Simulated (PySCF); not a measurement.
C₅H₈O₂, triplet, at a GFN2-xTB geometry (a higher spin typed on purpose: for a closed-shell molecule this is an excited state); PySCF with CAMB3LYP/cc-pVDZ.

Here is a job for PySCF.
```python
from pyscf import gto, scf, dft

mol = gto.Mole()
mol.atom = '''
    C     2.61946234   -0.12080198    0.07519818
    C     1.13145560   -0.37294384    0.28609939
    O     0.75114903   -1.55352029    0.56135304
    C     0.27351069    0.69117501   -0.04612125
    C    -1.10274345    0.51481242   -0.28008457
    C    -1.74111940   -0.81938388   -0.31466493
    O    -1.95746116    1.58837860   -0.19956882
    H     2.86650066   -0.15256796   -0.98633710
    H     2.88575787    0.85534601    0.47350326
    H     3.17943379   -0.89836698    0.58696588
    H     0.71731664    1.66480346   -0.20227577
    H    -2.71743804   -0.79755664    0.16405613
    H    -1.85253099   -1.19554056   -1.33463996
    H    -1.05858068   -1.51807561    0.20010768
    H    -1.45335701    2.40594538   -0.11821467
'''
mol.basis = 'cc-pvdz'
mol.spin = 2
mol.verbose = 4
mol.build()

mf = dft.UKS(mol)
mf.xc = 'camb3lyp'
mf.grids.atom_grid = (99, 590)
mf.grids.prune = None
mf.kernel()
```

The log (banner, timings and long lists left out):

```
PySCF version 2.14.0

[INPUT] verbose = 4
[INPUT] num. atoms = 15
[INPUT] num. electrons = 54
[INPUT] charge = 0
[INPUT] spin (= nelec alpha-beta = 2S) = 2
[INPUT] symmetry False subgroup None
[INPUT] Mole.unit = angstrom
[INPUT] Symbol           X                Y                Z      unit          X                Y                Z       unit  Magmom
[INPUT]  1 C      2.619462340000  -0.120801980000   0.075198180000 AA    4.950066416212  -0.228282657505   0.142103965266 Bohr   0.0
[INPUT]  2 C      1.131455600000  -0.372943840000   0.286099390000 AA    2.138141206105  -0.704761717444   0.540649491505 Bohr   0.0
[INPUT]  3 O      0.751149030000  -1.553520290000   0.561353040000 AA    1.419465945433  -2.935727877055   1.060803504792 Bohr   0.0
[INPUT]  4 C      0.273510690000   0.691175010000  -0.046121250000 AA    0.516860296241   1.306131473044  -0.087156531023 Bohr   0.0
[INPUT]  5 C     -1.102743450000   0.514812420000  -0.280084570000 AA   -2.083883106158   0.972854479325  -0.529283129017 Bohr   0.0
[INPUT]  6 C     -1.741119400000  -0.819383880000  -0.314664930000 AA   -3.290238816167  -1.548411124083  -0.594630538705 Bohr   0.0
[INPUT]  7 O     -1.957461160000   1.588378600000  -0.199568820000 AA   -3.699065491873   3.001600536120  -0.377130412803 Bohr   0.0
[INPUT]  8 H      2.866500660000  -0.152567960000  -0.986337100000 AA    5.416901183285  -0.288311659784  -1.863906985498 Bohr   0.0
[INPUT]  9 H      2.885757870000   0.855346010000   0.473503260000 AA    5.453292036108   1.616369700639   0.894791480489 Bohr   0.0
[INPUT] 10 H      3.179433790000  -0.898366980000   0.586965880000 AA    6.008259094288  -1.697667551553   1.109204757664 Bohr   0.0
[INPUT] 11 H      0.717316640000   1.664803460000  -0.202275770000 AA    1.355531994193   3.146022590628  -0.382245806936 Bohr   0.0
[INPUT] 12 H     -2.717438040000  -0.797556640000   0.164056130000 AA   -5.135213656075  -1.507163618428   0.310021154756 Bohr   0.0
[INPUT] 13 H     -1.852530990000  -1.195540560000  -1.334639960000 AA   -3.500776208369  -2.259244229209  -2.522103999300 Bohr   0.0
[INPUT] 14 H     -1.058580680000  -1.518075610000   0.200107680000 AA   -2.000427565956  -2.868747139282   0.378148710622 Bohr   0.0
[INPUT] 15 H     -1.453357010000   2.405945380000  -0.118214670000 AA   -2.746446710117   4.546577838863  -0.223393350206 Bohr   0.0

nuclear repulsion = 294.297972452199
number of shells = 59
number of NR pGTOs = 238
number of NR cGTOs = 138
basis = cc-pvdz
ecp = {}

******** <class 'pyscf.dft.uks.UKS'> ********
method = UKS
initial guess = minao
damping factor = 0
level_shift factor = 0
DIIS = <class 'pyscf.scf.diis.CDIIS'>
diis_start_cycle = 1
diis_space = 8
diis_damp = 0
SCF conv_tol = 1e-09
SCF conv_tol_grad = None
SCF max_cycles = 50
direct_scf = True
direct_scf_tol = 1e-13
number electrons alpha = 28  beta = 26
XC library pyscf.dft.libxc version 7.1.2
    S. Lehtola, C. Steigemann, M. J. T. Oliveira, and M. A. L. Marques,  SoftwareX 7, 1–5 (2018)
XC functionals = camb3lyp
    T. Yanai, D. P. Tew, and N. C. Handy,  Chem. Phys. Lett. 393, 51 (2004)
radial grids:
    Treutler-Ahlrichs [JCP 102, 346 (1995); DOI:10.1063/1.469408] (M4) radial grids

becke partition: Becke, JCP 88, 2547 (1988); DOI:10.1063/1.454033
pruning grids: None
grids dens level: 3
symmetrized grids: False
atomic radii adjust function: <function treutler_atomic_radii_adjust>
User specified grid scheme (99, 590)
small_rho_cutoff = 0
Set gradient conv threshold to 3.16228e-05
tot grids = 876152
init E= -346.56575914129

cycle= 1 E= -345.282421169533  delta_E= 1.28  |g|= 0.71  |ddm|= 2.68
cycle= 2 E= -344.311639871807  delta_E= 0.971  |g|=  1.6  |ddm|= 2.27
cycle= 3 E= -345.47063271332  delta_E= -1.16  |g|= 0.273  |ddm|= 1.89
cycle= 4 E= -345.503890250815  delta_E= -0.0333  |g|= 0.104  |ddm|= 0.34
cycle= 5 E= -345.509141665662  delta_E= -0.00525  |g|= 0.0365  |ddm|= 0.105
cycle= 6 E= -345.510298002357  delta_E= -0.00116  |g|= 0.0228  |ddm|= 0.0462
cycle= 7 E= -345.511132590813  delta_E= -0.000835  |g|= 0.011  |ddm|= 0.0617
cycle= 8 E= -345.511394230091  delta_E= -0.000262  |g|= 0.00515  |ddm|= 0.0418
cycle= 9 E= -345.51143601839  delta_E= -4.18e-05  |g|= 0.00198  |ddm|= 0.0127
cycle= 10 E= -345.511456068269  delta_E= -2e-05  |g|= 0.00176  |ddm|= 0.00827
cycle= 11 E= -345.511476565471  delta_E= -2.05e-05  |g|= 0.00138  |ddm|= 0.00979
cycle= 12 E= -345.511499986646  delta_E= -2.34e-05  |g|= 0.00107  |ddm|= 0.0134
cycle= 13 E= -345.511524602689  delta_E= -2.46e-05  |g|= 0.000907  |ddm|= 0.0175
cycle= 14 E= -345.511546388329  delta_E= -2.18e-05  |g|= 0.000617  |ddm|= 0.024
cycle= 15 E= -345.511552652285  delta_E= -6.26e-06  |g|= 0.000347  |ddm|= 0.0139
cycle= 16 E= -345.511553765249  delta_E= -1.11e-06  |g|= 0.000369  |ddm|= 0.00447
cycle= 17 E= -345.511554342776  delta_E= -5.78e-07  |g|= 9.7e-05  |ddm|= 0.00579
cycle= 18 E= -345.511554368613  delta_E= -2.58e-08  |g|= 9.54e-05  |ddm|= 0.000568
cycle= 19 E= -345.511554380293  delta_E= -1.17e-08  |g|= 2.89e-05  |ddm|= 0.000658
cycle= 20 E= -345.511554383368  delta_E= -3.08e-09  |g|= 1.6e-05  |ddm|= 0.000169
cycle= 21 E= -345.511554384121  delta_E= -7.53e-10  |g|= 8.83e-06  |ddm|= 0.000122
Extra cycle  E= -345.511554384143  delta_E= -2.19e-11  |g|= 9.56e-06  |ddm|= 1.78e-05
converged SCF energy = -345.511554384143  <S^2> = 2.0167481  2S+1 = 3.0111447
```
